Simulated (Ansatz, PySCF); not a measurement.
Gas-phase reaction (SMILES): [CH3][GeH2][CH3] → [CH2-][GeH2][CH3] + H+; deprotonation at the site shown.

Structures are relaxed separately at B3LYP-D3(BJ)/def2-TZVP in Ansatz (a quantum-chemistry and plane-wave program), one conformer each, not searched for the lowest. Correlated levels leave the core frozen unless marked. Spin-orbit coupling is left out. The frozen core is the preceding noble-gas configuration, with the filled d and f shells of earlier blocks. Non-relativistic. CBS(X,Y): correlation extrapolated as X^-3; Hartree-Fock from the larger set. Anions need diffuse functions, of which def2-TZVPD holds fewer than the aug- sets. Thermal terms are rigid-rotor harmonic-oscillator values from B3LYP-D3(BJ) frequencies (PySCF) at 298.15 K and 1 atm. 1 Eh = 627.5095 kcal/mol. The proton has no electrons: its energy is zero and its thermal terms are those of translation.

```json
[
 {"species": "[CH3][GeH2][CH3]", "E, CCSD(T)/CBS(aug-cc-pVTZ,aug-cc-pVQZ) (Ansatz) (Eh)": "-2156.44277", "E, PBE0-D4/def2-TZVPD (Ansatz + dftd4) (Eh)": "-2157.70225", "H - E (Eh)": "0.09535", "G - E (Eh)": "0.05981"},
 {"species": "[CH2-][GeH2][CH3]", "E, CCSD(T)/CBS(aug-cc-pVTZ,aug-cc-pVQZ) (Ansatz) (Eh)": "-2155.80060", "E, PBE0-D4/def2-TZVPD (Ansatz + dftd4) (Eh)": "-2157.05743", "H - E (Eh)": "0.07945", "G - E (Eh)": "0.04363"},
 {"species": "H+", "E, CCSD(T)/CBS(aug-cc-pVTZ,aug-cc-pVQZ) (Ansatz) (Eh)": "0.00000", "E, PBE0-D4/def2-TZVPD (Ansatz + dftd4) (Eh)": "0.00000", "H - E (Eh)": "0.00236", "G - E (Eh)": "-0.01000"}
]
```

**Question.** Work out ΔE and ΔH, ΔG, ΔS and the equilibrium constant at 298.15 K at the first level, then ΔH at the second.

**Answer.** 
1. ΔE = [(-2155.80060) + (0.00000)] - [(-2156.44277)] = 0.64217 Eh = 403.0 kcal/mol at CCSD(T)/CBS(aug-cc-pVTZ,aug-cc-pVQZ).
2. The terms H - E add up to -0.01354 Eh, so ΔH = (0.64217 + (-0.01354))×627.5095 = 394.5 kcal/mol.
3. The terms G - E add up to -0.02618 Eh, so ΔG = 386.5 kcal/mol, and ΔS = (-0.01354 - (-0.02618))×627509.5/298.15 = 26.6 cal/(mol K).
4. log10 K = -ΔG/(RT ln 10) = -283.3, with RT ln 10 = 1.3642 kcal/mol.
5. At PBE0-D4/def2-TZVPD the same steps give ΔE = 404.6 and ΔH = 396.1 kcal/mol, a shift of +1.6 from the first level.
6. These values are not checked against measurement here, since the tables used lack a sound gas-phase enthalpy of formation for at least one species, or one in the same ion convention.
